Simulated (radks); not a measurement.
Question: The mean radii <r> (bohr) of the occupied orbitals of an atom or ion are listed with their occupations. Method: non-relativistic Kohn-Sham, PBE, spin-polarised, spherical densities, point nucleus; computed with a radial shooting solver on a logarithmic mesh with Libxc functionals.

orbital  occ.      <r>
1s up       1  0.02019
1s down     1  0.02019
2s up       1  0.08410
2s down     1  0.08407
2p up       3  0.07105
2p down     3  0.07104
3s up       1   0.1973
3s down     1   0.1975
3p up       2   0.1860

Name the element and its charge. Open shells, if any, are filled with parallel spins first.

Answer: Z = 75, rhenium, charge +61: Re61+ in [Ne] 3s2 3p2. The 1s radius gives Z: for a bare nucleus <r> = 1.5/Z, 0.02 bohr for Z = 75, and screening makes it slightly larger (0.02019 here). The occupations add up to 14, and the charge is Z minus that.
